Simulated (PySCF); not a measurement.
Ga(Cl)(Me)(NH2) (CH₅ClGaN), SMILES [Ga]([Cl])([NH2])[CH3].

The structure is a stationary point at PBE0-D3(BJ)/def2-SVP. The structure was generated by enumeration; whether it is a known compound was not checked. Other conformers were not sampled.

All values below come from TDA-PBE0/def2-SVPD (PySCF).

Vertical excitations. Gas-phase values at a fixed geometry. State labels are in the subgroup Cs.

```csv
state,symmetry,energy (eV),λ (nm),f,main pairs
S1,A",5.89,211,0.034,HOMO→LUMO 98 %
S2,A',6.59,188,0.057,"HOMO→LUMO+1 77 %, HOMO−1→LUMO 17 %"
S3,A",6.77,183,0.002,HOMO−1→LUMO+1 98 %
S4,A',6.93,179,0.201,"HOMO−1→LUMO 78 %, HOMO→LUMO+1 15 %"
S5,A",7.17,173,0.044,"HOMO→LUMO+2 71 %, HOMO−2→LUMO 26 %"
S6,A",7.34,169,0.024,"HOMO−2→LUMO 65 %, HOMO→LUMO+2 26 %"
S7,A',7.54,164,0.005,"HOMO−2→LUMO+1 58 %, HOMO−3→LUMO 38 %"
S8,A",7.61,163,0.016,HOMO−3→LUMO+1 95 %
S9,A",7.71,161,0.004,HOMO→LUMO+3 92 %
S10,A',7.76,160,0.132,"HOMO−3→LUMO 48 %, HOMO−2→LUMO+1 32 %, HOMO−1→LUMO+2 12 %"
T1,A',5.32,233,0,HOMO→LUMO+1 97 %
T2,A",5.49,226,0,HOMO→LUMO 92 %
T3,A',6.40,194,0,HOMO−1→LUMO 86 %
T4,A",6.52,190,0,HOMO−1→LUMO+1 93 %
```
Triplets are in the Tamm–Dancoff approximation.
